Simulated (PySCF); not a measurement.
Gas-phase reaction: 2 WO2F2 + 2 SF2 = 2 WOF4 + SO2 + S

Energies from PySCF, thermal terms from the rigid-rotor harmonic-oscillator model, ideal gas at 1 bar. † marks an energy on the PBE0/def2-TZVP geometry and frequencies; other levels use their own. MP2 and CCSD(T) freeze the core. Open shells (unrestricted): S (multiplicity 3, electronic degeneracy 9); the rest are closed-shell singlets. Spin-orbit splitting is ignored; it lowers the true energy and changes the entropy of S. W: scalar-relativistic def2 core potential, no spin-orbit coupling. WO2F2: computed as isolated molecules; such fragments, hydroxides, amides, oligomers or adducts are transient or little studied in the gas. MP2 isn't extrapolated to the basis-set limit; its ΔH°(298 K) is -274.6 kJ in def2-SVP and -246.6 kJ in def2-TZVPP. CCSD(T) isn't extrapolated to the basis-set limit; its ΔH°(298 K) is -296.7 kJ in def2-SVP and -275.5 kJ in def2-TZVPP. The harmonic model lacks anharmonicity and excited electronic states, which grow with temperature; levels with a mode under 35 cm⁻¹ are left out. Soft modes under 120 cm⁻¹ make the harmonic entropy rough for WOF4. Warning, large T1 diagnostic: SO2, WO2F2, WOF4 (CCSD(T)/def2-SVP†, CCSD(T)/def2-TZVPP†).

```tsv
level	ΔE electronic, kJ	ΔH°(298 K), kJ	ΔS°(298 K), J/K	ΔG°(1400 K), kJ
CCSD(T)/def2-SVP†	-302	-297	-57	-229
CCSD(T)/def2-TZVPP†	-281	-275	-57	-208
MP2/def2-SVP†	-280	-275	-57	-207
MP2/def2-TZVPP†	-252	-247	-57	-179
PBE0/def2-QZVP†	-258	-253	-57	-186
PBE0/def2-TZVP	-251	-246	-57	-178
r2SCAN/def2-TZVP†	-295	-290	-57	-222
LDA/def2-TZVP†	-224	-219	-57	-152
```
ΔH° is lowest at CCSD(T)/def2-SVP† and highest at LDA/def2-TZVP†. No reference value is set beside these.
